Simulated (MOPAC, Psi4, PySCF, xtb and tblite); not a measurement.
Internal rotation in C₆H₆SSe, SMILES c1(sc(cc1)C=C)[SeH]. Scanned: dihedral S8–C6–Se7–H14; all other coordinates were relaxed at GFN2-xTB. Points at φ and −φ are mirror images. Heavy atoms are numbered in the order of the SMILES C=Cc1ccc([SeH])s1, hydrogens after them in the order of the atoms that carry them; the mirror image has the same energies with the sign of each dihedral reversed.

Methods: GFN2-xTB (xtb and tblite); PM6, restricted, heats of formation // GFN2-xTB (MOPAC); RMP2/6-31G* = restricted MP2 (frozen core)/6-31G*, spherical d // GFN2-xTB run with PySCF; PBE-D3(BJ)/def2-SVP // GFN2-xTB (Psi4).

Energies relative to the lowest point of each profile, in kJ/mol; the last columns give the difference from PBE-D3(BJ):

```csv
φ / °,GFN2-xTB,PM6,RMP2/6-31G*,PBE-D3(BJ)/def2-SVP,GFN2-xTB − PBE-D3(BJ)/def2-SVP,PM6 − PBE-D3(BJ)/def2-SVP,RMP2/6-31G* − PBE-D3(BJ)/def2-SVP
-165,1.7,0.1,11.3,5.4,-3.7,-5.3,5.8
-150,3.2,0.3,9.6,4.9,-1.6,-4.5,4.8
-135,5.1,0.5,7.0,3.9,1.2,-3.3,3.2
-120,6.7,0.6,4.0,2.6,4.1,-2.0,1.4
-105,7.5,0.5,1.4,1.4,6.1,-0.8,0.0
-90,7.2,0.4,0.0,0.4,6.8,-0.1,-0.4
-75,6.0,0.2,0.2,0.0,6.0,0.2,0.2
-60,4.2,0.1,1.9,0.2,4.1,-0.1,1.7
-45,2.5,0.1,4.6,1.0,1.5,-0.9,3.6
-30,1.1,0.0,7.6,2.2,-1.0,-2.2,5.4
-15,0.3,0.0,10.0,3.3,-3.0,-3.3,6.7
0,0.0,0.0,10.9,3.8,-3.8,-3.7,7.2
15,0.3,0.0,10.0,3.3,-3.0,-3.3,6.7
30,1.1,0.0,7.6,2.2,-1.0,-2.2,5.4
45,2.5,0.1,4.6,1.0,1.5,-0.9,3.6
60,4.2,0.1,1.9,0.2,4.1,-0.1,1.7
75,6.0,0.2,0.2,0.0,6.0,0.2,0.2
90,7.2,0.4,0.0,0.4,6.8,-0.1,-0.4
105,7.5,0.5,1.4,1.4,6.1,-0.8,0.0
120,6.7,0.6,4.0,2.6,4.1,-2.0,1.4
135,5.1,0.5,7.0,3.9,1.2,-3.3,3.2
150,3.2,0.3,9.6,4.9,-1.6,-4.5,4.8
165,1.7,0.1,11.3,5.4,-3.7,-5.3,5.8
180,1.1,0.1,11.9,5.6,-4.5,-5.6,6.2
```

GFN2-xTB is furthest from PBE-D3(BJ)/def2-SVP at -90 (6.8 kJ/mol, above); its mean absolute difference over the points is 3.6 kJ/mol.

PM6 is furthest from PBE-D3(BJ)/def2-SVP at 180 (-5.6 kJ/mol, below); its mean absolute difference over the points is 2.3 kJ/mol.

RMP2/6-31G* is furthest from PBE-D3(BJ)/def2-SVP at 0 (7.2 kJ/mol, above); its mean absolute difference over the points is 3.3 kJ/mol.
